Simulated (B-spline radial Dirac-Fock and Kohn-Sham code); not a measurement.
**Dipole and non-dipole photoemission parameters of Rh⁷⁺ 2p1/2**

System: the Rh⁷⁺ ion, configuration [Kr] 4d2; threshold 3276.9 eV (orbital energy of the model). These are calculated numbers from a radial finite-basis atomic code; the model is Dirac-Hartree-Slater photoionisation with a Latter tail; cross sections with all multipoles, angular parameters from the dipole term and its interference with E2.

Input of the calculation (task.json; shells as n, l, electrons):

```json
{"items": [{
  "Z": 45,
  "q": 7,
  "cfg": [[1, 0, 2], [2, 0, 2], [2, 1, 6], [3, 0, 2], [3, 1, 6], [3, 2, 10], [4, 0, 2], [4, 1, 6], [4, 2, 2]],
  "A": 103,
  "rrms": 4.4945,
  "do": "xps",
  "hv": [61.7, 80, 86.2, 88.1, 88.3, 93.6, 113.0, 123.0, 186.0, 202.0, 269.0, 318.0, 358.0, 515.0, 588.0, 600, 800, 1000, 1200.0, 1320.0, 1486.9, 2000, 4790.0, 8047.8, 8580.0, 9251.7, 12200.0, 12700.0, 13200.0]
}]}
```

Command: `python xray2_run.py task.json out`

For linearly polarised light dσ/dΩ = σ/(4π) [1 + β P₂(cos θ) + (δ + γ cos²θ) sin θ cos φ], with θ from the polarisation vector and φ the angle between the beam and the projection of the electron momentum on the plane normal to the polarisation.

```tsv
hν (eV)	σ (kb)	β	γ	δ
4790	28.8	1.436	0.285	0.034
8047.8	6.57	1.359	1.076	0.074
8580	5.43	1.340	1.164	0.080
9251.7	4.34	1.315	1.265	0.089
12200	?	?	?	?
12700	1.64	1.195	1.659	0.132
13200	1.46	1.179	1.703	0.139
```

Question: Give the values at 12200 eV.

Answer: σ = 1.86 kb, β = 1.212, γ = 1.612, δ = 0.126.
